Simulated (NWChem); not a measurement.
System: BeNH3Se; SMILES [NH2][Be][SeH]

Here is an NWChem input.

```
start job
memory heap 200 mb stack 900 mb global 1100 mb
geometry units angstroms noautosym nocenter noautoz
  Be     0.028568    -1.138409    -0.000571
  N     -0.005029    -2.634290     0.001398
  H     -0.030885    -3.224408    -0.824087
  H     -0.010326    -3.222101     0.828750
  Se     0.118905     0.893204    -0.003380
  H     -1.349832     0.995914     0.015034
end
basis spherical
  Be library sto-3g
  N library sto-3g
  H library sto-3g
  Se library sto-3g
end
dft
  xc hfexch
  iterations 150
end
property
  shielding 5 1 2 3 5 6
  efieldgrad
end
task dft property
```

Excerpt of the output:

```
             Northwest Computational Chemistry Package (NWChem) 7.3.0
             --------------------------------------------------------

                             Geometry "geometry" -> ""
                             -------------------------

 Output coordinates in angstroms (scale by  1.889725989 to convert to a.u.)

  No.       Tag          Charge          X              Y              Z
 ---- ---------------- ---------- -------------- -------------- --------------
    1 Be                   4.0000     0.02856800    -1.13840900    -0.00057100
    2 N                    7.0000    -0.00502900    -2.63429000     0.00139800
    3 H                    1.0000    -0.03088500    -3.22440800    -0.82408700
    4 H                    1.0000    -0.01032600    -3.22210100     0.82875000
    5 Se                  34.0000     0.11890500     0.89320400    -0.00338000
    6 H                    1.0000    -1.34983200     0.99591400     0.01503400

 Effective nuclear repulsion energy (a.u.)     113.2898128704

  xc_inp: hfexch multiplicative factor not found.
                              NWChem Property Module
                              ----------------------

  itol2e modified to match energy
  convergence criterion.

                                 NWChem DFT Module
                                 -----------------

 Summary of "ao basis" -> "ao basis" (spherical)
 ------------------------------------------------------------------------------
       Tag                 Description            Shells   Functions and Types
 ---------------- ------------------------------  ------  ---------------------
 Be                          sto-3g                  3        5   2s1p
 N                           sto-3g                  3        5   2s1p
 H                           sto-3g                  1        1   1s
 Se                          sto-3g                  8       18   4s3p1d

  itol2e modified to match energy
  convergence criterion.

[...]

          -----------------------------------------
          Chemical Shielding Tensors (GIAO, in ppm)
          -----------------------------------------

                                NWChem CPHF Module
                                ------------------

  scftype          =     RHF
  nclosed          =       24
  nopen            =        0
  variables        =      168
  # of vectors     =        3
  tolerance        = 0.10D-03
  level shift      = 0.00D+00
  max iterations   =       50
  max subspace     =       30

 SCF residual:    2.2370061502856719E-005

Iterative solution of linear equations
  No. of variables      168
  No. of equations        3
  Maximum subspace       30
        Iterations       50
       Convergence  1.0D-04

   iter   nsub   residual    time
   ----  ------  --------  ---------
     1      3    2.62D+00       1.4
     2      6    1.30D-01       1.6
     3      9    3.45D-02       1.8
     4     12    5.09D-03       2.0
     5     15    8.08D-04       2.2
     6     18    1.29D-04       2.4
     7     21    1.88D-05       2.6

      Atom:    1  Be
        Diamagnetic
    145.3127      0.1629      0.0187
      0.1629    165.9235     -0.0196
      0.0187     -0.0196    146.8568

        Paramagnetic
    -78.7945     -0.7603      0.1051
     -0.7603    -15.8646     -0.0400
      0.1051     -0.0400    -70.4149

        Total Shielding Tensor
     66.5182     -0.5974      0.1238
     -0.5974    150.0589     -0.0597
      0.1238     -0.0597     76.4419

           isotropic =      97.6730
          anisotropy =      78.5853

          Principal Components and Axis System
                 1           2           3
              150.0632     76.4434     66.5124

      1        -0.0072      0.0124      0.9999
      2         1.0000      0.0009      0.0071
      3        -0.0008      0.9999     -0.0124

      Atom:    2  N
        Diamagnetic
    288.7414      0.6844      0.2849
      0.6844    325.6289     -0.0242
      0.2849     -0.0242    311.7228

        Paramagnetic
     28.0340     -0.9718     -0.8295
     -0.9718    -16.3068      0.0116
     -0.8295      0.0116    -38.6658

        Total Shielding Tensor
    316.7754     -0.2874     -0.5446
     -0.2874    309.3221     -0.0126
     -0.5446     -0.0126    273.0569

           isotropic =     299.7181
          anisotropy =      25.6126

          Principal Components and Axis System
                 1           2           3
              316.7932    309.3110    273.0501

      1         0.9992      0.0384      0.0125
      2        -0.0384      0.9993      0.0004
      3        -0.0124     -0.0009      0.9999

      Atom:    3  H
        Diamagnetic
     21.6663      0.3033      0.3729
      0.3033     33.2675      8.8337
      0.3729      8.8337     34.8146

        Paramagnetic
      2.8513     -0.0714     -0.1199
     -0.0714      1.6887     -2.6135
     -0.1199     -2.6135     -0.0223

        Total Shielding Tensor
     24.5176      0.2319      0.2530
      0.2319     34.9562      6.2202
      0.2530      6.2202     34.7923

           isotropic =      31.4220
          anisotropy =      14.5201

          Principal Components and Axis System
                 1           2           3
               41.1021     28.6536     24.5104

      1         0.0207      0.0041      0.9998
      2         0.7116     -0.7025     -0.0118
      3         0.7023      0.7117     -0.0175

      Atom:    4  Se
        Diamagnetic
   2973.0061     -1.0983     -0.0954
     -1.0983   2978.0394      0.0034
     -0.0954      0.0034   2965.3613

[...]
```

Level: Hartree-Fock/STO-3G, GIAO. STO-3G and 3-21G are far too small for this property and stand as cheap habits. Structure relaxed at the PBE0/def2-SVP level. NWChem prints the field gradient with the sign opposite to the second derivative of the potential. The output numbers the shielded atoms by their place in the input's list. The printed shielding anisotropy is the first printed principal value minus the mean of the other two.
